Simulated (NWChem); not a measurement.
# C$_{3}$H$_{4}$S; SMILES C(C#C)S

```xyz
8

C      0.4742     2.3194     0.0000
C     -0.1364     1.2783     0.0000
C     -0.8557     0.0141     0.0000
S      0.3543    -1.4007     0.0000
H      1.0068     3.2428     0.0000
H     -1.4921    -0.0644    -0.8875
H     -1.4921    -0.0644     0.8875
H     -0.5839    -2.3743     0.0000
```
Atoms are numbered in this order, from 1.

All runs: NWChem. Coordinates come from a B3LYP/6-31G* (spherical d) optimisation. Total energies compare along this basis series because the functional is fixed.

```csv
level,basis functions,energy (Ha),highest occupied level (eV),orbital gap (eV),dipole (D)
TPSS/cc-pVDZ,80,-514.8868,___,___,1.53
TPSS/aug-cc-pVDZ,132,-514.8966,-5.91,4.96,1.53
TPSS/cc-pVTZ,180,-514.9410,-5.88,5.09,1.52
```

Problem. What belongs in the gaps?

Solution. 
- TPSS/cc-pVDZ, highest occupied level (eV): -5.70
- TPSS/cc-pVDZ, orbital gap (eV): 5.18
